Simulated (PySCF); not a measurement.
This PySCF input asks for the NMR shieldings of `InChI=1S/C5H12BNSi2/c1-3-5-4(2)6-7(8)9-5/h3,6H,2,9H2,1,8H3/b5-3+`; the geometry comes from GFN2-xTB.

```python
import basis_set_exchange as bse
import numpy as np
from pyscf import gto, dft
from pyscf.prop import nmr

atoms = """
C     1.258868   -1.905667    0.639891
C     0.433807   -0.952589    0.195985
B    -1.067198   -1.177577   -0.187588
N    -1.851326   -0.007242   -0.060627
Si   -3.565419    0.087353   -0.360740
Si   -0.891020    1.394254    0.408694
C     0.745591    0.486295    0.228503
C     1.920860    1.064813   -0.032990
C     3.196022    0.389252   -0.418121
H     2.227303   -1.701776    1.070014
H     0.958891   -2.941687    0.625252
H    -1.537985   -2.200987   -0.506300
H    -3.786254    0.304579   -1.794601
H    -4.060946    1.227549    0.413481
H    -4.192178   -1.156354    0.083777
H    -1.107257    2.485554   -0.544931
H    -1.249500    1.799218    1.772633
H     1.977295    2.146918    0.005516
H     3.710474    0.975160   -1.179162
H     3.862427    0.310955    0.442395
H     3.008624   -0.611077   -0.801552
"""
names = dict.fromkeys(["C", "B", "N", "Si", "H"], "pcSseg-1")
basis = {el: gto.basis.parse(bse.get_basis(n, elements=[el], fmt="nwchem")) for el, n in names.items()}
mol = gto.M(atom=atoms, basis=basis, charge=0, verbose=0)
mf = dft.RKS(mol, xc="PBE0")
mf.grids.level = 2
mf.grids.alignment = dft.numint.BLKSIZE   # the property module wants whole blocks of grid points
mf.conv_tol = 1e-9
mf.kernel()

calc = nmr.RKS(mf)   # GIAO
C = mf.mo_coeff
Co = C[:, mf.mo_occ > 0]
resp = mf.gen_response(singlet=True, hermi=2)
def vind(x):   # induced exchange potential for any number of trial vectors
    d = np.einsum("pi,xij,qj->xpq", C, 2 * x.reshape(-1, C.shape[1], Co.shape[1]), Co, optimize=True)
    return np.einsum("xpq,pi,qj->xij", resp(d - d.transpose(0, 2, 1)), C, Co, optimize=True).ravel()
mo1, _ = nmr.rhf.solve_mo1(calc, with_cphf=vind)
sigma = calc.kernel(mo1)
for i, s in enumerate(sigma):   # ppm
    print("%2d %-2s %9.2f" % (i, mol.atom_pure_symbol(i), np.trace(s) / 3))
```

Problem. What are the results?

Solution. 
```
 0 C      49.86
 1 C      26.54
 2 B      53.29
 3 N     160.92
 4 Si    399.96
 5 Si    367.97
 6 C      40.05
 7 C      40.99
 8 C     167.02
 9 H      25.70
10 H      25.47
11 H      26.23
12 H      26.75
13 H      26.93
14 H      26.70
15 H      26.55
16 H      26.48
17 H      25.33
18 H      29.84
19 H      29.76
20 H      29.03
```

These numbers come from an equivalent density-fitted implementation of the same equations, which agrees with the script to about 0.01 ppm for H and up to a few tenths of a ppm for heavy atoms, so last digits may differ.

Size and cost of the density-fitted run: 227 basis functions, 92 s wall time on 1 thread of an Arm Neoverse N1, shared host; peak memory 1.1 GiB.
